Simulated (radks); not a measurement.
Species: the osmium ion Os4+. Configuration: [Xe] 4f14 5d4 (the NIST ground configuration). Method: Dirac Kohn-Sham, PBE, spin-unpolarised, spherical densities, point nucleus; open shells are shared between the two j in proportion to 2j + 1; computed with a radial shooting solver on a logarithmic mesh with Libxc functionals.

Radial electron density D(r) = 4 pi r^2 rho(r):

```
   r/bohr * D(r) (the largest magnitude, 140, reaches the edge; | marks zero)
 0.003154 |                *
 0.003642 |                   *
 0.004207 |                      *
 0.004858 |                          *
 0.005566 |                             *
 0.006428 |                                 *
 0.007423 |                                    *
 0.008573 |                                       *
 0.009822 |                                         *
  0.01134 |                                          *
   0.0131 |                                          *
  0.01513 |                                         *
  0.01747 |                                       *
  0.02002 |                                      *
  0.02312 |                                     *
   0.0267 |                                     *
  0.03083 |                                        *
  0.03533 |                                            *
   0.0408 |                                                *
  0.04712 |                                                    *
  0.05441 |                                                      *
  0.06234 |                                                     *
    0.072 |                                                 *
  0.08315 |                                            *
  0.09603 |                                          *
     0.11 |                                           *
   0.1271 |                                               *
   0.1467 |                                                  *
   0.1695 |                                                *
   0.1942 |                                          *
   0.2242 |                                 *
    0.259 |                           *
   0.2991 |                          *
   0.3454 |                             *
   0.3957 |                               *
    0.457 |                             *
   0.5278 |                       *
   0.6095 |                *
   0.6983 |           *
   0.8064 |        *
   0.9314 |       *
    1.076 |     *
    1.232 |    *
    1.423 |  *
    1.644 | *
    1.898 |*
    2.175 |*
    2.511 *
      2.9 *
     3.35 *
    3.838 *
    4.432 *
    5.119 *
```

D(r) has 4 maxima, at r = 0.0121, 0.0544, 0.152, 0.399 bohr, and minima at 0.0235, 0.0984, 0.283 bohr, inside which lie 2.02, 11.13, 29.95 electrons.
